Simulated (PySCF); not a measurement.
**Electron correlation in Se⁺ (selenium, charge +1)**

[Ar] 3d10 4s2 4p3, high-spin 4S determinant. Calculation: PySCF 2.14, in jorge-DZP-DKH (8s6p2d1f, 43 functions); scalar relativity by spin-free X2C-1e. Frozen: [Ar] 3d10; 5 electrons correlated.

MP2 pair energies summed by pair of shells (mhartree):

| pair | energy | share (%) |
| --- | --- | --- |
| 4s-4p | -17.55 | 64.8 |
| 4s-4s | -5.36 | 19.8 |
| 4p-4p | -4.15 | 15.3 |

Total MP2 correlation energy: -27.06 mhartree.

Same-spin part -5.93 and opposite-spin part -21.13 mhartree; SCS-MP2 scales them by 1/3 and 6/5 to -27.33 mhartree.

```json
{"level": "CCSD", "correlation energy (mhartree)": "-32.69"}
{"level": "(T)", "correlation energy (mhartree)": "-0.20"}
{"level": "CCSD(T)", "correlation energy (mhartree)": "-32.89"}
```

Diagnostics: T1 = 0.0020, D1 = 0.0047, largest double amplitude 0.023.

Cost of the coupled-cluster step: 0.33 s of wall time on 1 thread of Neoverse-V1 (shared host), for 5 correlated electrons.

Iterations:

```
CC2 = 0
CCSD nocc = (np.int64(4), np.int64(1)), nmo = (29, 29)
frozen orbitals [[0, 1, 2, 3, 4, 5, 6, 7, 8, 9, 10, 11, 12, 13], [0, 1, 2, 3, 4, 5, 6, 7, 8, 9, 10, 11, 12, 13]]
max_cycle = 100
direct = 0
conv_tol = 1e-08
conv_tol_normt = 1e-06
diis_space = 8
diis_start_cycle = 0
Init t2, MP2 energy = -0.0270596295237953
Init E_corr(UCCSD) = -0.0270596295277589
cycle = 1  E_corr(UCCSD) = -0.0315934744896769  dE = -0.00453384496  norm(t1,t2) = 0.0170456
cycle = 2  E_corr(UCCSD) = -0.0324567503894287  dE = -0.0008632759  norm(t1,t2) = 0.00386435
cycle = 3  E_corr(UCCSD) = -0.0326961819413168  dE = -0.000239431552  norm(t1,t2) = 0.00099152
cycle = 4  E_corr(UCCSD) = -0.0326925700307823  dE = 3.61191053e-06  norm(t1,t2) = 9.58769e-05
cycle = 5  E_corr(UCCSD) = -0.0326929276772964  dE = -3.57646514e-07  norm(t1,t2) = 1.00939e-05
cycle = 6  E_corr(UCCSD) = -0.0326928943934649  dE = 3.32838315e-08  norm(t1,t2) = 7.04112e-07
cycle = 7  E_corr(UCCSD) = -0.0326928990541423  dE = -4.66067741e-09  norm(t1,t2) = 5.5088e-08
UCCSD converged
E(UCCSD) = -2427.655233335265  E_corr = -0.03269289905414233
UCCSD(T) correction = -0.000200348091012966
```
